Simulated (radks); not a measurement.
Values are calculated unless marked as measured or tabulated.
Species: the mercury ion Hg39+. Configuration: [Kr] 4d5. Level of theory: Dirac Kohn-Sham, exchange-only PBE, spin-unpolarised, spherical densities, finite nucleus; open shells fill j = l - 1/2 first; Fermi nuclear charge, rms radius 5.4648 fm (a radial shooting solver on a logarithmic mesh with Libxc functionals).

Normalised radial functions P(r) = r R(r) (large component), r in bohr:

```
   r/bohr * 4d3/2, o 5s1/2, + 5p1/2 (the largest magnitude, 1.85, reaches the edge; | marks zero, & curves that meet)
0.0007122                             & o
0.0008095                             & o
  0.00092                             & o
 0.001046                             & o
 0.001188                             & o
 0.001351                             & o
 0.001535                             &  o
 0.001745                             &  o
 0.001983                             *+ o
 0.002254                             *+ o
 0.002562                             *+  o
 0.002911                             *+  o
 0.003309                             *+  o
 0.003761                             *+  o
 0.004274                             *+   o
 0.004858                             *+   o
 0.005521                             * +  o
 0.006275                             * +  o
 0.007132                             * +  o
 0.008106                             *  + o
 0.009213                             *  + o
  0.01047                             *   &
   0.0119                             *   &
  0.01353                             |* o +
  0.01537                             |*o  +
  0.01747                             |&    +
  0.01986                             o*     +
  0.02257                           o | *    +
  0.02565                          o  | *     +
  0.02916                        o    |  *    +
  0.03314                       o     |   *   +
  0.03766                      o      |    * +
   0.0428                     o       |     +*
  0.04865                     o       |    +  *
  0.05529                      o      |  +      *
  0.06284                        o    |+          *
  0.07142                           & |             *
  0.08118                        +    |o              *
  0.09226                     +       |    o           *
   0.1049                   +         |       o        *
   0.1192                  +          |         o     *
   0.1355                   +         |          o  *
    0.154                      +      |        o*
    0.175                          +  |   *o
   0.1989                          * o|  +
    0.226                   *  o      |        +
   0.2569            *    o           |            +
    0.292      *       o              |              +
   0.3318   *            o            |            +
   0.3771  *                  o       |      +
   0.4286    *                      + |o
   0.4872        *         +          |          o
   0.5537           +  *              |                  o
   0.6293       +           *         |                      o
   0.7153       +               *     |                     o
   0.8129           +              *  |                 o
   0.9239                +           *|           o
     1.05                      +      *      o
    1.193                         +   *  o
    1.356                            +*o
    1.542                             &
    1.752                             &
    1.991                             &
```

4d3/2: eigenvalue -1838.0 eV, 1 radial node at r = 0.189 bohr, <r> = 0.377 bohr, 90 % of the charge inside 0.550 bohr. 5s1/2 (empty): eigenvalue -1264.8 eV, 4 radial nodes at r = 0.0194, 0.0775, 0.196, 0.421 bohr, <r> = 0.642 bohr, 90 % of the charge inside 0.890 bohr. 5p1/2 (empty): eigenvalue -1211.0 eV, 3 radial nodes at r = 0.0648, 0.187, 0.419 bohr, <r> = 0.647 bohr, 90 % of the charge inside 0.902 bohr.
